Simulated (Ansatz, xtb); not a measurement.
C2H5BrGe: which of two isomers lies lower

We compare a, `[GeH3]/[CH]=C\Br`, a singlet, with b, `[GeH3]/[CH]=C/Br`, a singlet. Both are isolated molecules in the gas phase, relaxed with B3LYP/def2-SVP.

Energies in hartree; the thermal terms are from GFN2-xTB frequencies at re-optimised GFN2-xTB minima (ideal gas, soft modes damped towards free rotors, one conformer each, 298.15 K, 1 atm) and include the zero-point energy:

|  | a | b |
| --- | --- | --- |
| E, CCSD(T)/def2-SVP | −4726.541235 | −4726.541686 |
| E, MP2/def2-SVP | −4726.488455 | −4726.489001 |
| E, MP2/def2-TZVPP | −4727.286660 | −4727.287510 |
| zero-point energy | 0.053789 | 0.053259 |
| H(298 K) − E | 0.060846 | 0.060767 |
| G(298 K) − E | 0.022155 | 0.021102 |

Task: Correct the CCSD(T) difference for the basis set by the MP2 change, then work out ΔE, ΔE₀, ΔH and ΔG for a → b in kJ/mol (1 Eh = 2625.50 kJ/mol) and the equilibrium ratio [b]/[a].

Result: 1. Differences b − a: CCSD(T) −0.000451, MP2 in the small set −0.000546, MP2 in the large set −0.000850 Eh.
2. ΔE = −0.000451 + (−0.000850 − (−0.000546)) = −0.000755 Eh = −1.98 kJ/mol.
3. ΔE₀ = ΔE + ΔZPE = −0.000755 + (−0.000530) Eh = −3.37 kJ/mol.
4. ΔH = ΔE + (−0.000079) Eh = −2.19 kJ/mol.
5. ΔG = ΔE + (−0.001053) Eh = −4.75 kJ/mol, so ΔS = (ΔH − ΔG)/T = +8.6 J/(mol K).
6. kT = 0.9442 mEh, so K = [b]/[a] = exp(−ΔG/kT) = exp(+1.91) ≈ 6.8.

The sums favour b, but ΔE leans on the basis-set step (CCSD(T) alone has the other sign or is under 1 kcal/mol), so the order isn't settled. An error of 4 kJ/mol in ΔG would change K by a factor of 5. Mirror images and further conformers aren't counted.

As drawn, both hold the same kinds of bond in the same numbers.

Other levels gave ΔE = +3.1 (GFN2-xTB); −8.1 (HF/STO-3G, GFN2-xTB geometries); −3.8 (r2SCAN-D4/def2-SVP, GFN2-xTB geometries); −3.8 (B3LYP/def2-SVP); −4.4 (HF/def2-SVP); −1.4 (MP2/def2-SVP); −1.2 (CCSD(T)/def2-SVP) kJ/mol. The correlated steps freeze 20 core orbitals; the filled d shell of Br and Ge is correlated, in a basis made for valence electrons. Programs: Ansatz 0.2.0, xtb 6.7.1.
